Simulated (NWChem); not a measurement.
System: SnCl cation, singlet; SMILES [Cl][Sn+]

All runs: NWChem. Medium grid unless said otherwise, to which SCAN and Minnesota functionals are sensitive. Low-valent species are run as closed-shell singlets; no triplet was tried in these runs. Coordinates come from a PBE0/def2-SVP optimisation. def2 effective core potentials on Sn; no spin-orbit coupling.

Q: Order these by “highest occupied level (eV)”, lowest first: PBE/def2-SVP; MN15/def2-SVP; Hartree-Fock/def2-SVP; B3LYP/def2-SVP; MN15-L/def2-SVP.

A: Hartree-Fock/def2-SVP (-17.35), MN15/def2-SVP (-15.74), B3LYP/def2-SVP (-14.84), MN15-L/def2-SVP (-14.33), PBE/def2-SVP (-13.88)
